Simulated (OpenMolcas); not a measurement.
What dynamic correlation does to the levels of Sr+

| Quantity | Value |
| --- | --- |
| Program | OpenMolcas 26.06 |
| Basis | ANO-RCC-VDZP [6s5p2d] |
| Scalar Hamiltonian | DKH2, point nucleus |
| Active space | 1 electron in 4 orbitals (5s 5p) |
| State averaging | 2S+1 = 2 even, 1 root; 2S+1 = 2 odd, 3 roots |
| Spin-orbit coupling | RASSI with atomic mean-field integrals over the reference wave functions, term energies averaged over their components |

Methods on the same reference wave functions:
A. CASSCF
B. SS-CASPT2, IPEA 0.25 Eh, imaginary shift 0.1 Eh (closed shells correlated: 4s 4p)

Energies in cm⁻¹ above 5s ²S_1/2, the measured ground level; measured values from NIST Handbook of Basic Atomic Spectroscopic Data.

| Level | A | B | Measured |
| --- | --- | --- | --- |
| 5s ²S_1/2 | 0.0 | 0.0 | 0.0 |
| 5p ²P°_1/2 | 21835 | 24249 | 23715 |
| 5p ²P°_3/2 | 22372 | 24786 | 24517 |

Deviations, from unrounded energies. A percentage is the sum of absolute deviations over the sum of measured energies, with the sign that they share, or ± where signs differ.

| Against measurement | Levels | A | B |
| --- | --- | --- | --- |
| mean absolute deviation (cm-1) | 2 | 2000 | 400 |
| other configurations (%) | 2 | -8.3 | +1.7 |

B lies closest to measurement on these levels. The largest miss of B in the table is 5p ²P°_1/2, by +530 cm-1. The ranking rests on the paired levels alone, and a cruder setting can come out closer through cancelling errors.

The lowest spin-free term lies below A's lowest term by 0.132 hartree in B.

ANO sets are built for ground and valence states and can reach diffuse excited orbitals poorly. With one active electron the reference holds no correlation, so core polarisation is missing (holds for A). With one active electron, CASPT2 adds the correlation within the correlated inactive shells and between them and that electron, and leaves the splitting within a term as the reference gives it (holds for B). Measured partners are found by configuration, term and J. A level has none where our copy of the source lacks it or the pairing is in doubt (some pairs that miss far off the trend of their configuration count as doubtful), and it then counts in no deviation. Levels of configurations outside the active space are missing.

° marks odd parity.
